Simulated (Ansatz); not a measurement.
Br2Cu, SMILES [Br][Cu-][Br], charge -1, multiplicity 1.

The structure is a stationary point at PBE0-D3(BJ)/def2-SVPD. The spin state was assumed, not searched.

Two levels are set side by side: PBE/def2-TZVPD (Ansatz, a program for electronic structure) and ωB97X-V/def2-TZVPD (Ansatz). Energy differences of separate SCF runs at the same geometry; the states with an electron removed or added have multiplicity 2. Differences are taken from unrounded values.

| quantity | PBE |
|---|---|
| vertical ionisation energy (eV) | 3.95 |
| vertical singlet–triplet gap (eV) | 3.86 |

Question: These are the PBE values. What does ωB97X-V give? (The exact figures need the calculation; the answer reports its results.)

Answer: 
```json
[
 {"quantity": "vertical ionisation energy (eV)", "ωB97X-V": "4.66", "PBE minus ωB97X-V": "-0.71"},
 {"quantity": "vertical singlet–triplet gap (eV)", "ωB97X-V": "4.75", "PBE minus ωB97X-V": "-0.89"}
]
```
